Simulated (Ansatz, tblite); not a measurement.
Removing and adding an electron: the cluster Si₆Te₆. The state is a singlet with charge 0. Geometry: PBE-D4/def2-SVP. Ansatz, gas phase; energy differences of separate SCF runs; the oxidised species was run as a doublet alone; the reduced species was run as a doublet alone.

Cartesian coordinates in Å:
```
Si -0.9447 0.4764 3.2376
Si 0.4681 -1.5531 -2.7747
Si 2.4563 1.1370 -1.7489
Si -0.8818 2.4298 -0.6335
Si -0.8194 -1.3935 0.3926
Si 1.1431 1.6350 0.1966
Te -0.7042 -2.1789 2.7311
Te -1.6226 -2.6872 -1.5804
Te -2.2615 0.6911 0.8170
Te 1.7328 -1.1373 -0.4214
Te -0.0543 1.1368 -2.8498
Te 1.4883 1.4439 2.6338
```

In the def2 sets Te takes a core potential; there is no spin–orbit coupling. The xTB rows come from tblite. The structure comes from a short search, and lower isomers may exist.

| level | −HOMO (eV) | vertical IE (eV) | −LUMO (eV) | vertical EA (eV) | HOMO–LUMO gap (eV) | IE − EA (eV) |
| --- | --- | --- | --- | --- | --- | --- |
| GFN1-xTB | 8.15 | 9.75 | 6.58 | – | 1.57 | – |
| GFN2-xTB | 7.30 | 9.28 | 5.81 | 3.84 | 1.49 | 5.44 |
| PBE-D4/def2-SVP | 5.15 | – | 3.87 | 2.21 | 1.28 | – |
| PBE0-D4/def2-SVP | 6.00 | 7.23 | 3.41 | 2.29 | 2.60 | 4.94 |

Run but left out: PBE-D4/def2-SVP (charge +1 doublet: an occupied level 0.01 eV above an empty one).   Raw xTB energy differences between charge states are shifted by several eV; the methods need an empirical correction for them. Sets without diffuse functions give affinities that are too small.
